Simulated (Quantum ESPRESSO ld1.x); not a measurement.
The numbers below are computed, except where a source is named.
Species: the beryllium ion Be3+. Configuration: 2p1 (not the ground configuration).

Code: ld1.x of Quantum ESPRESSO 7.5. Model: Dirac Kohn-Sham, Engel-Vosko exchange with Perdew-Wang LDA correlation, spin-unpolarised, spherical densities, point nucleus; open shells fill j = l - 1/2 first.

Energy parts (Ry):
| part | energy |
|---|---|
| total | -4.000 |
| kinetic | 3.952 |
| electron-nucleus | -7.951 |
| Hartree | 0.721 |
| exchange-correlation | -0.721 |

Orbitals (lengths in bohr, moments of r in powers of bohr; r(max) is where P^2 peaks):
\begin{tabular}{lrrrrrr}
orbital & occ. & eigenvalue (Ry) & <r^4> & <1/r> & r(max) & small-component weight \\ \hline
2p1/2 & 1 & -3.43797 & 7.074 & 0.9939 & 0.9885 & 5.26e-05 \\
2p3/2 & 0 & -3.43717 & 7.081 & 0.9935 & 0.9888 & 5.26e-05 \\
\end{tabular}

The highest occupied level is 2p1/2 at -46.776 eV. Summed over all electrons, <r^2> = 1.923 bohr^2, which gives a Langevin (diamagnetic) susceptibility term of -1.52 x 10^-6 cm^3/mol.
